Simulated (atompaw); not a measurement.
# Which change was made? (O, PAW (atompaw))

```
Element                 : O (Z = 8)
Generator               : atompaw 4.2.0.5
Type                    : PAW
Functional              : PBE
Relativity              : scalar-relativistic
Frozen core             : [He]
Valence charge          : 6
Reference configuration : 2s2 2p3 (charge +1)
Partial waves           : 2s (bound); 2s channel at -0.4 Ry; 2p (bound); 2p channel at -1.4 Ry
Local potential         : bessel scheme, radius 1.90 bohr
Core correction         : smooth core density matched at 1.70 bohr
Augmentation charge     : besselshape compensation charge, radius 1.45 bohr; PAW radius 1.90 bohr; waves and projectors: bloechl
```

Cutoffs, loose and tight: the cutoffs (Ry, on a coarse ladder) from which the occupation-weighted sum of valence levels, in a spherical-Bessel basis at the reference potential, stays within 10 and 1 mRy of its value at 400 Ry. They see the waves, projectors and local potential, not the compensation charge or the core.

The base gives: outcome: generated; cutoff, loose: 30 Ry; cutoff, tight: 35 Ry; bound ghosts: none.

After one change the result is: outcome: generated; cutoff, loose: 25 Ry; cutoff, tight: 35 Ry; bound ghosts: none. Which change was it?
A. waves 2s (bound): rc 0.65 bohr; 2s channel at -0.4 Ry: rc 1.90 bohr; 2p (bound): rc 1.90 bohr; 2p channel at -1.4 Ry: rc 1.90 bohr; augmentation besselshape compensation charge, radius 1.45 bohr; PAW radius 1.90 bohr; waves and projectors: custom rrkj vanderbiltortho
B. local potential vpsmatchnc scheme with l = 2 at -0.5 Ry, radius 1.90 bohr
C. functional PBEsol

C. The others give: local potential vpsmatchnc scheme with l = 2 at -0.5 Ry, radius 1.90 bohr → outcome: generated; cutoff, loose: 35 Ry; cutoff, tight: 50 Ry; bound ghosts: none | waves 2s (bound): rc 0.65 bohr; 2s channel at -0.4 Ry: rc 1.90 bohr; 2p (bound): rc 1.90 bohr; 2p channel at -1.4 Ry: rc 1.90 bohr; augmentation besselshape compensation charge, radius 1.45 bohr; PAW radius 1.90 bohr; waves and projectors: custom rrkj vanderbiltortho → outcome: generated; cutoff, loose: 90 Ry; cutoff, tight: 120 Ry; bound ghosts: none.
